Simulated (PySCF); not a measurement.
**Working out the ionisation energy of P³⁺**

P³⁺ [Ne] 3s2 (1S) → P⁴⁺ [Ne] 3s1 (2S). Calculation: PySCF 2.14, in an even-tempered Gaussian basis (20 s from 0.09 bohr⁻², ratio 2.5; 12 p from 0.12 bohr⁻², ratio 2.5; 5 d from 0.68 bohr⁻², ratio 2.7; 5 f from 1 bohr⁻², ratio 2.7); scalar relativity by spin-free X2C-1e. Frozen: 1s2; the 23 highest virtual orbitals dropped. Energies in hartree (1 hartree = 27.21139 eV):

| part | P³⁺ (lower) | P⁴⁺ (upper) |
| --- | --- | --- |
| UHF | -339.381327 | -337.551064 |
| CCSD correlation | -0.360255 | -0.302961 |
| (T) | -0.003578 | -0.001722 |

Question: What does Hartree-Fock give?

Answer: (-337.551064) − (-339.381327) = 1.830263 hartree = 49.804 eV.

Question: What do CCSD and CCSD(T) give?

Answer: The CCSD correlation energies differ by 0.057294 hartree = 1.559 eV and the triples by 0.001856 hartree = 0.051 eV, so CCSD gives 51.363 eV and CCSD(T) 51.414 eV.

Measured between the centres of the two terms (NIST): 51.444 eV, so CCSD(T) (outer shells) is off by -0.030 eV.

What remains against the reference includes basis incompleteness, the frozen core and higher excitations.
